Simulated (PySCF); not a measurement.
**Question.** Write Cartesian coordinates for `C1[C@]2(C[C@@]1(C2)CN)B(O)O` as optimised with PBE0-D3(BJ)/def2-SVP.

**Answer.** 
```xyz
22
C6H12BNO2 angstrom
N     -2.6768   -1.4369   -0.1798
C     -2.2998   -0.0587    0.0613
C     -0.8050    0.0899    0.0269
C      0.2250   -0.5976    0.9563
C      1.0798    0.2674   -0.0139
B      2.6497    0.4086   -0.0968
O      3.4869   -0.5385    0.4045
O      3.2390    1.4766   -0.6985
C      0.0153    1.3842    0.2028
C      0.1370   -0.2602   -1.1426
H     -2.3544   -2.0255    0.5863
H     -3.6888   -1.5344   -0.2079
H     -2.6700    0.3688    1.0195
H     -2.7252    0.5691   -0.7405
H      0.3206   -1.6925    0.8550
H      0.2198   -0.2903    2.0156
H      3.0000   -1.2547    0.8207
H      2.5891    2.1073   -1.0192
H     -0.0033    1.8577    1.1982
H     -0.0859    2.1371   -0.5980
H      0.0548    0.3676   -2.0451
H      0.2249   -1.3258   -1.4031
```

Any rigid rotation of these coordinates is as good. Atoms count from 1 in this order. O7 (boron-bound oxygen) is bent (angle 111.5°). The 4-membered ring C3–C9–C5–C10 has internal angles of 75.2° to 87.3°; it is puckered, 0.31 Å rms from its mean plane, widest ring torsion 44°. Of the pairs four or more bonds apart, H15···H22 is among the closest relative to their van der Waals radii: 2.29 Å, 95 % of the sum of Bondi's values. The C–C distances run from 1.503 Å (C2–C3, drawn single) to 1.562 Å (C5–C10, drawn single), a spread of 0.059 Å.

Bonds between heavy atoms (Å): N1–C2 1.449, C2–C3 1.503, C3–C4 1.548, C4–C5 1.556, C5–B6 1.578, B6–O7 1.360, B6–O8 1.360, C5–C9 1.558, C5–C10 1.562, C3–C9 1.542, C3–C10 1.542.

The calculation used PBE0-D3(BJ)/def2-SVP geometry optimisation, gas phase (PySCF).

Point group: C1 (no symmetry element, even within 0.4 Å). Whether it is a minimum is left open (no frequencies). The numbers are those of one conformer (H–N1–C2–C3 66° and -177°, N1–C2–C3–C4 -61°, C4–C5–B6–O7 22°, C5–B6–O7–H -2°, C5–B6–O8–H 2°).

The run took 3.9 min wall on an Arm Neoverse V2 with one thread, shared host with 96 logical CPUs at a one-minute load of 61, and the process peaked at 0.92 GiB of memory. This is the geometry optimisation.
